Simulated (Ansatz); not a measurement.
Stepwise reaction of `C[O][Sb]([SiH3])[O]C` with hydrogen, as a gas-phase model of exchange steps in deposition or etching. ΔE in kJ/mol; ΔG adds harmonic PBE0-D4 terms to CCSD(T)/CBS, at 1 bar.

Program: Ansatz. Geometries: PBE0-D4/def2-TZVP. ΔE: electronic, gas phase. CCSD(T)/CBS is the MP2 limit (def2-TZVPP, def2-QZVPP) plus CCSD(T) − MP2 in def2-TZVPP, frozen cores. This one scheme is used for every species. Functionals use def2-TZVPP. B3LYP here is the variant with VWN-RPA as its local correlation; programs differ in this. Elements past krypton have def2 core potentials. For Sb outer-core shells are correlated without core-valence functions, which leaves a few kJ/mol of doubt a bond. One conformer a species, not always the lowest.

```tsv
step	reaction	PBE-D4	B3LYP-D4	ωB97M-V	CCSD(T)/CBS	ΔG(600 K)
1	`C[O][Sb]([SiH3])[O]C` + H₂ → `C[O][SbH][SiH3]` + CH₃OH	10.8	10.9	3.7	10.7	3.9
2	`C[O][SbH][SiH3]` + H₂ → `[SiH3][SbH2]` + CH₃OH	-27.4	-25.9	-34.3	-28.1	-32.0
```

Question: By hand: ΔE of the 2 steps together at CCSD(T)/CBS.

Answer: (10.7) + (-28.1) = -17.4 kJ/mol, or -8.7 kJ/mol a step.

In ΔE each step is lower than the one before. ΔG lies between -32.0 and 3.9 kJ/mol a step. PBE-D4 differs from CCSD(T)/CBS by 0.1 to 0.7 kJ/mol a step. Isolated molecules leave out the surface, adducts and barriers. Largest T1 diagnostic: 0.015.
